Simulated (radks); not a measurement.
Results of a calculation; reference values are marked as such.
Excited configurations of Re IV: one electron is placed in a higher orbital outside [Xe] 4f14 5d3. The ground configuration is [Xe] 4f14 5d4. Code: a radial shooting solver on a logarithmic mesh with Libxc functionals. Model: Dirac Kohn-Sham, LDA (Slater exchange, Perdew-Wang correlation), spin-unpolarised, spherical densities, point nucleus; open shells fill j = l - 1/2 first. Excitation = E - E(ground); binding = E(ion) - E, where the ion is the core of charge +4; n* = 4/sqrt(2 binding) in atomic units, and the quantum defect is n - n*.

| outer orbital | excitation (eV) | binding (eV) | n* | quantum defect | eigenvalue (eV) |
|---|---|---|---|---|---|
| 5f5/2 | 25.118 | 14.973 | 3.813 | 1.187 | -12.330 |
| 6s1/2 | 4.652 | 35.439 | 2.478 | 3.522 | -31.137 |
| 6d3/2 | 22.568 | 17.523 | 3.525 | 2.475 | -15.185 |
| 6f5/2 | 30.294 | 9.796 | 4.714 | 1.286 | -8.469 |
| 7d3/2 | 29.417 | 10.674 | 4.516 | 2.484 | -9.420 |
| 7f5/2 | 33.296 | 6.795 | 5.660 | 1.340 | -5.994 |

The Delta-SCF ionisation energy is 40.091 eV (NIST Atomic Spectra Database: 39 eV, theoretical). Self-interaction in the functional shifts the binding energies and quantum defects, so they are the method's values and not measured ones. Spin polarisation and multiplet splitting are left out, so open shells lie too high by an amount that depends on their filling.

Beside tabulated values, note that spin-unpolarised runs miss the spin-polarisation part of the exchange energy of open shells.
